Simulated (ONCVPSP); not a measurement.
niobium: ONCV pseudisation with PBE, scalar-relativistic reference atom.

ONCVPSP 4.0.1 input, shortened (lines: element, Z, core and valence counts, functional; n l f; lmax; l rc ep ncon nbas qcut; lloc lpopt rc5 dvloc0; l nproj debl; icmod fcfact rcfact), PBE, scalar-relativistic:

```
  Nb 41.00    6    4        4      upf
    1    0    2.00
    2    0    2.00
    2    1    6.00
    3    0    2.00
    3    1    6.00
    3    2   10.00
    4    0    2.00
    4    1    6.00
    4    2    3.00
    5    0    2.00
    2
    0    1.90    0.00    3    6    6.90
    1    2.10    0.00    5    8    8.00
    2    2.25    0.00    3    8    7.10
    4    5    1.55    0.00
    0    2    2.80
    1    3    3.60
    2    3    2.00
    3    3.25    1.65
```

Poles of the logarithmic derivatives, all-electron (AE) and pseudo (PS). s: poles at -1.9, 4.7 (AE) and -1.9, 4.5 (PS) Ha. p: poles at -1.1, 4.1 (AE) and -1.1, 4.1 (PS) Ha. d: poles at 0.4, 4.6 (AE) and 0.4, 4.6 (PS) Ha. Test radii: s 1.93, p 2.13, d 2.28 bohr.

- Cutoffs needed: 16 Ha and 22 Ha (the cutoffs (Ha) at which the residual kinetic energy of the hardest occupied pseudo-wave falls to 1 and 0.1 mHa per electron)
- Ghost test: no bound ghost flagged; no localised positive-energy state flagged
- Largest excitation error: -8.6 meV (all-electron minus pseudo) for 4s2 4p6 4d4 5s0, out of 4 test configurations
- rms error of d²Exc/dni dnj: 2.26 mHa without and 2.60 mHa with the model core
